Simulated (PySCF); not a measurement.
**BBr and its ions**

PBE; PySCF, no relativity, basis sets B 6-31G(d,p), Br 6-31G(d,p). Neutral (UKS): singlet (closed shell), Re = 1.933 Å, ωe = 651 cm⁻¹, De = 4.82 eV, HOMO -6.09 eV, LUMO -2.86 eV.

BBr⁺ (UKS): doublet (σ ↑), Re = 1.768 Å, ωe = 927 cm⁻¹, De = 3.93 eV to B⁺ + Br. The energies at the minima are -2598.19003 hartree for BBr and -2597.84578 for BBr⁺.

Task: Work out the adiabatic ionisation energy, without and with harmonic zero-point energies (1 hartree = 27.2114 eV, 1 eV = 8065.5 cm⁻¹), and the change of the bond length.

Result: At PBE: 0.34425 hartree = 9.368 eV between the minima; the zero-point term (927.0 − 651.0)/2 cm⁻¹ = +0.017 eV makes it 9.385 eV. Re changes by -16.5 pm against the neutral. Minus the HOMO energy is 6.09 eV, -3.28 eV from the value between the minima; self-interaction puts the Kohn–Sham level too high, less so with exact exchange. The electron leaves a σ orbital, and the shorter bond of the ion fits an antibonding orbital, or a change in how ionic the bond is.

Spin–orbit coupling is left out. For an ion De counts to the pair picked by the measured ionisation energies or electron affinities, which need not be the lowest pair at this level. States were picked by a PBE0 search and need not be the measured ground states.
